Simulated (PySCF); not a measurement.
## Vertical excitation energies

Species: C7H13 (charge +1).
InChI=1S/C7H13/c1-6-4-3-5-7(6)2/h6H,3-5H2,1-2H3/q+1/t6-/m1/s1

Computed, not measured: PySCF, TDDFT B3LYP/def2-SVPD, vertical, gas phase, core orbitals frozen in the response. Isolated species at its PBE0-D3(BJ)/def2-SVP geometry (one conformer only).

Q: List the vertical singlet excitations with oscillator strengths and describe the spectrum.

A: 

```json
{"state": "S1", "E (eV)": "4.76", "ν̃ (cm⁻¹)": "38410", "f": "0.018", "main configurations (H = HOMO, L = LUMO)": "H→L (87%), H-1→L (12%)"}
{"state": "S2", "E (eV)": "4.83", "ν̃ (cm⁻¹)": "38930", "f": "0.0089", "main configurations (H = HOMO, L = LUMO)": "H-1→L (82%), H→L (12%)"}
{"state": "S3", "E (eV)": "5.17", "ν̃ (cm⁻¹)": "41720", "f": "0.0022", "main configurations (H = HOMO, L = LUMO)": "H-2→L (77%), H-3→L (13%)"}
{"state": "S4", "E (eV)": "5.35", "ν̃ (cm⁻¹)": "43140", "f": "0.017", "main configurations (H = HOMO, L = LUMO)": "H-3→L (82%), H-2→L (10%)"}
{"state": "S5", "E (eV)": "5.87", "ν̃ (cm⁻¹)": "47310", "f": "0.0004", "main configurations (H = HOMO, L = LUMO)": "H-5→L (67%), H-4→L (21%)"}
{"state": "S6", "E (eV)": "6.08", "ν̃ (cm⁻¹)": "49070", "f": "0.045", "main configurations (H = HOMO, L = LUMO)": "H-4→L (65%), H-5→L (22%)"}
```

The lowest singlet comes at 260 nm (460 kJ/mol) in the ultraviolet; it is weak; its leading configuration is HOMO→LUMO (87%). The most intense listed level is S6 at 6.08 eV (204 nm, f = 0.045), 1.32 eV above S1. It is the last of those listed, so stronger ones may follow. Löwdin shares by element: HOMO carbon 39% or more, hydrogen 22% or more (atoms not listed hold the other 39%); LUMO carbon 74% or more (atoms not listed hold the other 26%). Of the 6 states listed, 3 reach f = 0.01 and 1 stays under 0.0005. The listed states span 1.32 eV, and the widest gap between neighbours is 0.52 eV (S4 to S5). Weighted by f, the mean energy of these states is 5.54 eV. Singlets were solved by full linear response.
